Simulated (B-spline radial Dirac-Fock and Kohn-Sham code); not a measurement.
## K-shell conversion coefficients of Ce against transition energy

Model: a Dirac-Hartree-Slater potential of the neutral atom with a Latter tail (no hole, which puts coefficients of high multipoles low close above an edge), finite nucleus with surface currents. Program: a B-spline atomic structure program. Subshells within 1 keV of threshold and pair formation are left out.

```tsv
energy (keV)	E3	E4	M1	M2	M3	M5
44.8	8.82	9.82	10.5	181	743	2310
50	15.1	34.0	7.58	120	623	6780
78.3	11.0	48.6	2.05	22.6	148	5170
100	5.69	26.0	1.02	9.19	57.7	2020
186	0.700	2.71	0.179	1.02	4.79	103
188	0.674	2.60	0.173	0.980	4.59	97.5
198	0.559	2.12	0.151	0.821	3.74	75.1
200	0.540	2.03	0.147	0.793	3.59	71.4
226	0.348	1.25	0.105	0.525	2.22	38.5
298	0.131	0.416	0.0504	0.211	0.763	9.65
330	0.0918	0.280	0.0386	0.152	0.520	5.85
500	0.0237	0.0608	0.0134	0.0427	0.117	0.826
590	0.0145	0.0347	0.00888	0.0263	0.0665	0.396
668	0.0102	0.0233	0.00656	0.0185	0.0442	0.233
881	0.00491	0.0101	0.00338	0.00866	0.0185	0.0761
909	0.00454	0.00926	0.00314	0.00797	0.0168	0.0674
1000	0.00360	0.00710	0.00251	0.00620	0.0127	0.0469
1580	0.00128	0.00221	0.000890	0.00196	0.00351	0.00959
1800	0.000972	0.00162	0.000668	0.00144	0.00249	0.00635
2000	0.000783	0.00128	0.000532	0.00112	0.00190	0.00461
2030	0.000759	0.00124	0.000515	0.00108	0.00183	0.00441
```

**Question.** How fast do they fall between 1800 and 2030 keV?

**Answer.** As powers of the energy: E3 E^-2.05, E4 E^-2.28, M1 E^-2.16, M2 E^-2.34, M3 E^-2.55, M5 E^-3.03. Within one type (E or M) the higher multipoles fall faster.

Values without a named source are computed, but for edge energies of neutral atoms, which are taken from tables.
